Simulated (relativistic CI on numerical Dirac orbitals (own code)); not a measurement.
**Zn³⁺ (3d9) in a crystal field**

Calculated by Dirac-Coulomb-Breit CI, separate exchange-only KLI orbitals for each configuration, a model potential for QED, valence Slater integrals scaled by 0.9, one configuration in a parametric crystal field (own radial code).

Field parameters in Wybourne normalisation: D3d B²₀ = −7Dσ, B⁴₀ = −14Dq − 21Dτ, B⁴₃ = −14√(10/7) Dq; D4h B²₀ = −7Ds, B⁴₀ = 21(Dq − Dt), B⁴₄ = 21√(5/14) Dq; Oh B⁴₀ = 21Dq, B⁴₄ = √(5/14) B⁴₀. The field is a parameter set, without covalency.

S is read from ⟨S²⟩ = S(S + 1).

Powder χT (cm³ K mol⁻¹) by Van Vleck's formula, with temperature-independent terms:

```csv
Field,2 K,5 K,10 K,20 K,50 K,100 K,200 K,300 K
"D3d, 10Dq = 22950, Dσ = -570, Dτ = 120 cm⁻¹",0.19,0.2,0.216,0.248,0.336,0.412,0.452,0.462
"D3d, 10Dq = 30050, Dσ = -50, Dτ = 120 cm⁻¹",0.175,0.209,0.264,0.344,0.414,0.43,0.436,0.44
"D4h, 10Dq = 7250, Ds = 2010, Dt = -30 cm⁻¹",0.567,0.567,0.568,0.569,0.573,0.578,0.59,0.602
"D4h, 10Dq = 7300, Ds = 2770, Dt = 900 cm⁻¹",0.571,0.571,0.572,0.573,0.577,0.583,0.595,0.607
"D4h, 10Dq = 16300, Ds = -790, Dt = -510 cm⁻¹",0.449,0.449,0.449,0.45,0.451,0.454,0.458,0.463
"Oh, 10Dq = 7300 cm⁻¹",0.598,0.598,0.599,0.601,0.605,0.611,0.625,0.639
"Oh, 10Dq = 22150 cm⁻¹",0.451,0.451,0.451,0.452,0.453,0.455,0.46,0.465
"Oh, 10Dq = 26750 cm⁻¹",0.438,0.438,0.438,0.438,0.44,0.442,0.445,0.449
```

(1) For D3d, 10Dq = 22950, Dσ = -570, Dτ = 120 cm⁻¹: what effective moment follows at 300 K?

## Answers

(1) μ_eff = √(8χT) = 1.92 μB. The ground level has S = 0.50; the spin-only moment for S = 1/2 is 1.73 μB. The difference comes from the orbital moment, spin-orbit mixing of terms and temperature-independent paramagnetism, all larger in this ionic model than in covalent complexes.
